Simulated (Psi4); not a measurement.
C5H13AlO, charge +1, doublet, at a GFN2-xTB geometry (such geometries of metal compounds can be far from the true shape) (a state made from the parent by changing its charge; the spin is typed, not shown lowest); CAM-B3LYP/6-31G (Psi4).

Here is a job for Psi4.
```
memory 2 GB

molecule mol {
1 2
  Al   -0.164059    0.414624    1.213743
  C    -0.774079   -0.687944    2.784972
  H    -1.750053   -1.123916    2.561449
  H    -0.834938   -0.021090    3.646730
  H    -0.050948   -1.486939    2.961921
  C     0.233232    2.392278    1.247188
  H     1.281236    2.547429    0.982745
  H     0.031460    2.746849    2.258859
  H    -0.406352    2.900198    0.522808
  O     0.028786   -0.356153   -0.217839
  C     0.199203   -0.958621   -1.462652
  C     1.558095   -0.593806   -2.053835
  C    -0.963695   -0.635253   -2.389258
  H     0.199771   -2.050859   -1.288620
  H     1.588544    0.475266   -2.255645
  H     1.719516   -1.137973   -2.978960
  H     2.357395   -0.837236   -1.357119
  H    -1.909567   -0.912947   -1.928798
  H    -0.983554    0.433878   -2.593969
  H    -0.856558   -1.173476   -3.325845
}

set basis 6-31g
set reference uks
set cholesky_tolerance 1e-6
set scf_type cd

energy('cam-b3lyp')
print_variables()
```

The log (banner, timings and long lists left out):

```
   => Loading Basis Set <=

    Name: 6-31G
    Role: ORBITAL
    Keyword: BASIS

Traceback (most recent call last):
  File "psi4", line 375, in <module>
  File "<string>", line 43, in <module>
  File "site-packages/psi4/driver/driver.py", line 533, in energy
  File "site-packages/psi4/driver/procrouting/proc.py", line 2760, in run_scf
  File "site-packages/psi4/driver/procrouting/proc.py", line 1939, in scf_helper
  File "site-packages/psi4/driver/procrouting/proc.py", line 1433, in scf_wavefunction_factory
  File "site-packages/psi4/driver/procrouting/proc.py", line 1397, in build_functional_and_disp
  File "site-packages/psi4/driver/procrouting/dft/superfunctionals.py", line 135, in build_superfunctional

psi4.driver.p4util.exceptions.ValidationError: SCF: SCF_TYPE (CD) not supported for range-separated functionals, plese use SCF_TYPE = 'DF' to automatically select the correct JK build.

Printing out the relevant lines from the Psithon --> Python processed input file:
    core.IO.set_default_namespace("mol")
    core.set_global_option("BASIS", "6-31g")
    core.set_global_option("REFERENCE", "uks")
    core.set_global_option("CHOLESKY_TOLERANCE", 1e-6)
    core.set_global_option("SCF_TYPE", "cd")
--> energy('cam-b3lyp')
    print_variables()

!----------------------------------------------------------------------------------!
!                                                                                  !
!  SCF: SCF_TYPE (CD) not supported for range-separated functionals, plese use     !
!     SCF_TYPE = 'DF' to automatically select the correct JK build.                !
!                                                                                  !
!----------------------------------------------------------------------------------!
```

The program refused the input.
